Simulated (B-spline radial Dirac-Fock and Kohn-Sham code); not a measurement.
## Form factor and incoherent scattering function of W⁷⁰⁺

System: the W⁷⁰⁺ ion, configuration [He] 2s2.

Input of the calculation (task.json; shells as n, l, electrons):

```json
{"items": [{
  "Z": 74,
  "q": 70,
  "cfg": [[1, 0, 2], [2, 0, 2]],
  "A": 184,
  "rrms": 5.3658,
  "do": ["scatter"],
  "s": [0.0, 0.05, 0.1, 0.15, 0.2, 0.25, 0.3, 0.35, 0.4, 0.45, 0.5, 0.6, 0.7, 0.8, 0.9, 1.0, 1.1, 1.2, 1.4, 1.6, 1.8, 2.0, 2.5, 3.0, 3.5, 4.0, 5.0, 6.0],
  "pz": [0, 0.1, 0.2, 0.3, 0.4, 0.5, 0.6, 0.8, 1.0, 1.2, 1.4, 1.6, 1.8, 2.0, 2.5, 3.0, 4.0, 5.0, 7.0, 10.0, 15.0, 20.0, 30.0, 40.0, 60.0, 100.0],
  "hv_scatter": [1000, 2000, 10000, 50000, 100000, 200000, 500000, 1000000]
}]}
```

Launch: `python xray_run.py task.json out`

The computed values come from a B-spline atomic structure program: Dirac-Fock orbitals of the configuration average with a finite nucleus. f₀ is the Fourier transform of the spherical electron density, S the Waller-Hartree incoherent function, and s = sin θ/λ. The electron scattering factor follows from the Mott-Bethe formula f_e = 0.023934 Å⁻¹·(Z − f₀)/s².

| s (Å⁻¹) | f₀ | S | f_e (Å) |
| --- | --- | --- | --- |
| 0 | 4.000 | 0.000 | – |
| 0.05 | 4.000 | 0.001 | 670.154 |
| 0.1 | 3.999 | 0.002 | 167.540 |
| 0.15 | 3.998 | 0.005 | 74.464 |
| 0.2 | 3.996 | 0.008 | 41.887 |
| 0.25 | 3.994 | 0.013 | 26.809 |
| 0.3 | 3.991 | 0.018 | 18.618 |
| 0.35 | 3.988 | 0.025 | 13.679 |
| 0.4 | 3.984 | 0.032 | 10.474 |
| 0.45 | 3.979 | 0.041 | 8.276 |
| 0.5 | 3.975 | 0.050 | 6.704 |
| 0.6 | 3.964 | 0.072 | 4.656 |
| 0.7 | 3.951 | 0.098 | 3.422 |
| 0.8 | 3.936 | 0.127 | 2.620 |
| 0.9 | 3.919 | 0.159 | 2.071 |
| 1 | 3.900 | 0.195 | 1.678 |
| 1.1 | 3.880 | 0.233 | 1.387 |
| 1.2 | 3.858 | 0.275 | 1.166 |
| 1.4 | 3.809 | 0.366 | 0.857 |
| 1.6 | 3.754 | 0.465 | 0.657 |
| 1.8 | 3.693 | 0.572 | 0.519 |
| 2 | 3.628 | 0.684 | 0.421 |
| 2.5 | 3.446 | 0.974 | 0.270 |
| 3 | 3.247 | 1.261 | 0.188 |
| 3.5 | 3.040 | 1.524 | 0.139 |
| 4 | 2.834 | 1.752 | 0.106 |
| 5 | 2.451 | 2.097 | 0.068 |
| 6 | 2.134 | 2.319 | 0.048 |

f₀ starts at the number of electrons, 4. The sum of ⟨r²⟩ over the electrons is 0.01381 bohr². For an ion f_e diverges as s goes to zero, because of the net charge.
